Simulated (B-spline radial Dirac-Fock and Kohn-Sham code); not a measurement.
Ge²⁴⁺: scattering cross sections and density moments

System: Ge²⁴⁺, 1s2 2s2 2p4.

The computed values come from a radial B-spline solver: Dirac-Fock densities.

| Quantity | Value |
| --- | --- |
| Sum of ⟨r⟩ | 1.193 bohr |
| Sum of ⟨r²⟩ | 0.2480 bohr² |
| Sum of ⟨1/r⟩ | 108.96 per bohr |
| Langevin diamagnetic susceptibility | -0.196 × 10⁻⁶ cm³/mol |
| Lamb shielding (α²/3)Σ⟨1/r⟩ | 1934 ppm |

Coherent scattering is the Thomson cross section weighted by f₀², without anomalous dispersion; incoherent scattering is Klein-Nishina weighted by S. The Lamb formula is the non-relativistic shielding expression. Electron correlation is left out. A dash stands where the photon energy is too low for the impulse approximation behind that column.

```
hν (keV)  coherent (b)  incoherent (b)  incoherent per electron (b)
       1         42.51               –                            –
       2         42.32               –                            –
       5         41.04               –                            –
 17.4793         28.79           1.067                        0.133
      30         17.34           2.004                        0.251
      50         8.769           2.744                        0.343
     200        0.9233           2.985                        0.373
     500        0.1630           2.260                        0.283
```

Incoherent scattering overtakes coherent scattering between 50 and 200 keV.
